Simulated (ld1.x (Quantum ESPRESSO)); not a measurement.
## Before and after: TM semilocal potential for fluorine (F)

F (Z = 9), norm-conserving Troullier–Martins (semilocal form), made with ld1.x (Quantum ESPRESSO) 7.5 (PBEsol, scalar-relativistic). Core [He], reference 2s2 2p5. Waves: 2s (bound): rc 0.70 bohr; 2p (bound): rc 1.20 bohr. Local part: the p channel. Core correction: Bessel-smoothed model core inside 0.55 bohr.

All-electron outer shells of the reference configuration (PBEsol, scalar-relativistic, ld1.x):

```json
{"shell": "1s", "level (eV)": "-661.16", "outermost node (bohr)": "–", "outermost maximum (bohr)": "0.11"}
{"shell": "2s", "level (eV)": "-29.72", "outermost node (bohr)": "0.24", "outermost maximum (bohr)": "0.76"}
{"shell": "2p", "level (eV)": "-11.05", "outermost node (bohr)": "–", "outermost maximum (bohr)": "0.71"}
```

Change: type PAW, which also changes the form from semilocal to separable; waves now 2s (bound): rcut 0.60, rcutus 0.70 bohr; 2s channel at -1.7 Ry: rcut 0.60, rcutus 0.70 bohr; 2p (bound): rcut 1.05, rcutus 1.20 bohr; 2p channel at 3.05 Ry: rcut 1.05, rcutus 1.20 bohr; local potential all-electron potential smoothed inside 0.55 bohr (lloc = -1); augmentation PSQ, inside the norm-conserving radii.

Cutoffs: the cutoffs (Ry, on a coarse ladder) from which the occupation-weighted sum of valence levels, in a spherical-Bessel basis at the reference potential, stays within 10 and 1 mRy of its value at 400 Ry; they do not see the model core or the augmentation charge, which bear on the density cutoff. Errors are all-electron minus pseudo energies relative to the spin-unpolarised reference configuration.

Task: How do hardness, ghosts and transferability respond?

Result: The potential gets softer (160 Ry and 260 Ry → 60 Ry and 100 Ry); of the 7 tests that both files solve, the error grows in 0 and shrinks in 6 by more than 15 % and 0.3 meV (median size 14.7 → 5.3 meV); neither file shows a bound ghost. In the semilocal form every listed channel keeps its own potential, so the choice of the local channel does not act on these tests. It acts once the file is put into the separable form. A semilocal file is local in each channel, so a ghost entry of none says nothing of the separable form that plane-wave codes build from it. Several settings change at once here, so the effects cannot be laid on one of them.

| quantity | base | changed |
| --- | --- | --- |
| cutoff, loose | 160 Ry | 60 Ry |
| cutoff, tight | 260 Ry | 100 Ry |
| loose cutoff by channel (10 mRy a level) | s 90 Ry, p 80 Ry | s 50 Ry, p 45 Ry |
| bound ghosts | none | none |
| error for 2s2 2p4, meV [ΔE 19.32 eV] | -6.1 | +0.2 |
| error for 2s2 2p3, meV [ΔE 57.59 eV] | +23 | +5.3 |
| error for 2s2 2p2, meV [ΔE 118.08 eV] | +250 | +17 |
| error for 2s2 2p1, meV [ΔE 203.68 eV] | +1000 | +35 |
| error for 2s2 2p5.3, meV [ΔE -2.65 eV] | -0.4 | +0.3 |
| error for 2s1 2p6, meV [ΔE 18.70 eV] | +15 | +5.3 |
| error for 2s2 2p4.5, meV [ΔE 7.51 eV] | -2.4 | -0.3 |
| s: phases at 1.30 bohr within 0.05 rad from the reference energy up to (Ry; the scan ends near 5) | to the end of the scan | to the end of the scan |
| p: phases at 1.30 bohr within 0.05 rad from the reference energy up to (Ry; the scan ends near 5) | to the end of the scan | to the end of the scan |
